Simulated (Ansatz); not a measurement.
Geometry optimisation, RKS PBE/def2-SVP (Ansatz).

input.yaml

```yaml
crystal:
  periodic: [false, false, false]
  atoms:
    - { symbol: Ga, position_ang: [-0.032147, -0.382666, -0.155215] }
    - { symbol: Cl, position_ang: [0.057814, -0.642877, 2.055043] }
    - { symbol: O, position_ang: [1.47438, -0.445587, -1.107111] }
    - { symbol: H, position_ang: [2.245387, -0.531346, -0.515043] }
    - { symbol: O, position_ang: [-1.617484, -0.345017, -0.970756] }
    - { symbol: H, position_ang: [-2.336562, -0.364032, -0.31128] }
    - { symbol: F, position_ang: [0.062263, 2.335455, 0.824148] }
    - { symbol: H, position_ang: [0.09305, 1.888571, 1.643515] }
basis:
  gaussian: { orbitals: def2-SVP }
hamiltonian:
  xc: pbe
relax:
  f_tol: 0.03
  max_steps: 50
```

Launched with:

```bash
$ ansatz run input.yaml --threads 2 --pin off --max-ram 3072MiB --backend cpu --events-out ev --progress --plain --runs-dir out
```

**Question.** Where does it end, and by what steps?

**Answer.** The forces met the threshold. After 7 steps the energy has fallen by 0.224 eV; F7 moved furthest, 0.43 Å. Joined: Ga1–F7.

| step | energy less start (eV) | largest force component (eV/Å) | accepted |
| --- | --- | --- | --- |
| 0 | 0.0000 | 0.455 | yes |
| 1 | -0.1194 | 0.473 | yes |
| 2 | -0.2040 | 0.503 | yes |
| 3 | -0.2137 | 0.536 | yes |
| 4 | -0.2217 | 0.249 | yes |
| 5 | -0.2237 | 0.038 | yes |
| 6 | -0.2241 | 0.038 | yes |
| 7 | -0.2244 | 0.003 | yes |

```xyz
8
Properties=species:S:1:pos:R:3
Ga -0.029 -0.150 -0.110
Cl 0.057 -0.450 2.116
O 1.478 -0.346 -1.049
H 2.246 -0.457 -0.459
O -1.620 -0.252 -0.917
H -2.341 -0.314 -0.263
F 0.065 1.951 0.635
H 0.089 1.530 1.510
```

Whether the end is a true minimum wasn't checked by a vibrational analysis.

The run took 18 s on 2 threads of Arm Neoverse V1, with other jobs on the host, peak memory 0.15 GiB.
